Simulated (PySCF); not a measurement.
C5H12S2, SMILES CSCCCSC.

Geometry: PBE0-D3(BJ)/def2-SVP. One conformer was computed; it need not be the lowest.

Computed with r2SCAN/def2-SVP (PySCF).

The molecule is in vacuum.

Computed frontier levels, gap, dipole moment and polarisability:
```yaml
highest_occupied_level: -5.13 eV
lowest_empty_level: 0.34 eV
orbital_gap: 5.48 eV
dipole_moment: 3.04 D
quadrupole, principal values (traceless, Buckingham form, about the centre of nuclear charge): -4.08, -3.63, 7.72 D·Å
mean_static_polarisability: 90.0 bohr³ (13.33 Å³)
polarisability_principal_values: 64.7, 78.2, 127.0 bohr³
```
